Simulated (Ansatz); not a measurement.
Cartesian coordinates in Å:
```
C -2.085 -0.583 1.393
B -0.703 -0.825 0.719
O -0.118 0.178 0.017
C 1.114 0.010 -0.596
O 2.101 0.938 -0.110
Si 1.775 1.284 -1.714
H -2.467 0.429 1.251
H -2.821 -1.296 1.005
H -2.020 -0.789 2.467
H -0.125 -1.881 0.784
H 1.459 -1.025 -0.559
H 1.020 2.525 -1.982
H 2.871 1.034 -2.676
```

Total charge 0; spin multiplicity 1.

**Question.** List the PBE0/def2-TZVPP orbital energies in eV (Ansatz). (An estimate is asked.)

**Answer.** Ansatz gave: Occupied: -1803.34, -523.48, -522.95, -280.92, -277.33, -184.90, -145.65, -100.35, -100.29, -100.27, -30.08, -28.28, -19.69, -18.20, -15.59, -15.35, -13.51, -12.46, -12.15, -11.17, -11.01, -10.79, -10.46, -9.90, -8.91, -8.59, -7.37. Lowest empty: -0.73, 0.06, 1.01, 1.20, 1.40, 1.98, 2.18, 2.85.
